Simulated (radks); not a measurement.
Species: Pt LVII. Configuration: [Ar] 3d4. Calculated with a radial shooting solver on a logarithmic mesh with Libxc functionals: non-relativistic Kohn-Sham, PBE, spin-polarised, spherical densities, point nucleus; open shells are filled with parallel spins first (spin-orbit coupling, left out, can overturn this in heavy ions); relativity is left out, which matters for an element this heavy.

Normalised radial functions P(r) = r R(r), r in bohr:

r	3d down
0.000891	0.0000
0.001237	0.0000
0.001717	0.0001
0.002384	0.0003
0.003309	0.0009
0.004593	0.0022
0.006377	0.0057
0.008852	0.0143
0.01229	0.0350
0.01706	0.0830
0.02349	0.1847
0.03261	0.3947
0.04527	0.7768
0.06284	1.3679
0.08724	2.0734
0.1211	2.5703
0.1681	2.4332
0.2334	1.5931
0.324	0.6292
0.4497	0.1235
0.6243	0.0091

3d down (empty): eigenvalue -5486.2 eV, 0 radial nodes, <r> = 0.160 bohr, 90 % of the charge inside 0.244 bohr.
